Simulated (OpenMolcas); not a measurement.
**Nb3+: moving or changing the point charges**

Nb3+ among 4 point charges of -1 e arranged as a tetrahedron (Td), 1.79 Å from the ion.

```json
{
  "Program": "OpenMolcas",
  "Method": "CASSCF",
  "Basis": "ANO-RCC-VDZP [6s5p3d1f]",
  "Scalar Hamiltonian": "DKH2, point nucleus",
  "Active space": "2 electrons in 5 orbitals (4d)",
  "State averaging": "2S+1 = 3 even, 10 roots; 2S+1 = 1 even, 15 roots",
  "Spin-orbit coupling": "state interaction with AMFI integrals over the reference wave functions"
}
```

Runs around this geometry, states (labels of Td). Energies in cm-1 above the lowest state or level, χT in cm3 K/mol; 10Dq and B are least-squares fits to the states below 45000 cm-1, weighted by degeneracy, with a free offset, and given where the rms deviation is under 5 % of |10Dq| (or 100 cm-1) and under 700 cm-1; 10Dq is negative for this site.

```tsv
R (Å)	q (e)	Ground state	First state of that spin	10Dq	B (rms of fit)	First gap with spin-orbit (degeneracies)	χT at 300 K	First state of another spin
1.79	-0.5	3A2	3T2 2883	-2921	747 (53)	2698 (3, 2)	0.477	1E 10994
1.79	-1	3A2	3T2 5060	-5019	707 (214)	4946 (3, 2)	0.675	1E 10926
1.89	-1	3A2	3T2 4159	-4164	725 (143)	4025 (3, 2)	0.607	1E 10981
```

Taking |10Dq| as R^-n, n = -ln(4164 / 5019) / ln(1.89 / 1.79) = 3.4 between the shortest and longest distance. The point-charge formula for a cubic d site gives n = 5.

Scaling the charges by -0.5 / -1 = 0.50 scales |10Dq| by 2921 / 5019 = 0.58; with fixed orbitals a first-order splitting would follow the charge.

Without dynamic correlation the repulsion within the d shell is too large (B by tens of per cent), so at a given field states of lower spin stand too high. This is an electrostatic model: the charges have no orbitals. No measured value stands beside these numbers.
